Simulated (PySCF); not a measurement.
O3Os, SMILES [O]=[Os](=[O])=[O], multiplicity 1. Atoms are numbered in the order given.

```xyz
4

Os     0.0000     0.0000     0.0000
O      1.6832     0.0000     0.0000
O     -0.8416     1.4577     0.0000
O     -0.8416    -1.4577     0.0000
```
Charge 0, spin multiplicity 1.

Geometry: PBE0-D3(BJ)/def2-TZVP. The spin state was assumed, not searched. The def2 effective core potentials stand for the cores of Os; spin–orbit coupling is left out.

The numbers are results of TDDFT-PBE/def2-SVPD (PySCF), not measurements.

Vertical excitations; the highest root listed may be one member of a degenerate set. Isolated molecule, no solvent. State labels are in the subgroup C2v.

```json
[
 {"state": "S1", "symmetry": "B2", "energy (eV)": "2.38", "λ (nm)": "521", "f": "0.000", "main pairs": "HOMO→LUMO (degenerate set)"},
 {"state": "S2", "symmetry": "A2", "energy (eV)": "2.38", "λ (nm)": "521", "f": "0.000", "main pairs": "HOMO→LUMO+1 (degenerate set)"},
 {"state": "S3", "symmetry": "B2", "energy (eV)": "3.80", "λ (nm)": "326", "f": "0.000", "main pairs": "HOMO−1→LUMO+1, HOMO−2→LUMO, HOMO−3→LUMO+1 (degenerate set)"},
 {"state": "S4", "symmetry": "A2", "energy (eV)": "3.80", "λ (nm)": "326", "f": "0.000", "main pairs": "HOMO−1→LUMO, HOMO−2→LUMO+1, HOMO−3→LUMO (degenerate set)"},
 {"state": "S5", "symmetry": "A2", "energy (eV)": "3.96", "λ (nm)": "313", "f": "0.000", "main pairs": "HOMO−3→LUMO 50 %, HOMO−2→LUMO+1 50 %"},
 {"state": "S6", "symmetry": "B2", "energy (eV)": "3.98", "λ (nm)": "312", "f": "0.004", "main pairs": "HOMO−2→LUMO 50 %, HOMO−3→LUMO+1 50 %"},
 {"state": "S7", "symmetry": "A2", "energy (eV)": "3.99", "λ (nm)": "311", "f": "0.000", "main pairs": "HOMO−2→LUMO+1, HOMO−3→LUMO, HOMO−1→LUMO (degenerate set)"},
 {"state": "S8", "symmetry": "B2", "energy (eV)": "3.99", "λ (nm)": "311", "f": "0.000", "main pairs": "HOMO−3→LUMO+1, HOMO−2→LUMO, HOMO−1→LUMO+1 (degenerate set)"},
 {"state": "S9", "symmetry": "A1", "energy (eV)": "5.03", "λ (nm)": "246", "f": "0.010", "main pairs": "HOMO−4→LUMO (degenerate set)"},
 {"state": "S10", "symmetry": "B1", "energy (eV)": "5.03", "λ (nm)": "246", "f": "0.010", "main pairs": "HOMO−4→LUMO+1 (degenerate set)"},
 {"state": "T1", "symmetry": "B2", "energy (eV)": "1.75", "λ (nm)": "707", "f": "0", "main pairs": "HOMO→LUMO (degenerate set)"},
 {"state": "T2", "symmetry": "A2", "energy (eV)": "1.75", "λ (nm)": "707", "f": "0", "main pairs": "HOMO→LUMO+1 (degenerate set)"},
 {"state": "T3", "symmetry": "A2", "energy (eV)": "3.39", "λ (nm)": "366", "f": "0", "main pairs": "HOMO−1→LUMO, HOMO−2→LUMO+1, HOMO−3→LUMO (degenerate set)"},
 {"state": "T4", "symmetry": "B2", "energy (eV)": "3.39", "λ (nm)": "366", "f": "0", "main pairs": "HOMO−1→LUMO+1, HOMO−2→LUMO, HOMO−3→LUMO+1 (degenerate set)"}
]
```
Triplets are in the Tamm–Dancoff approximation, which puts them higher than full response would, so one can lie above its singlet here.
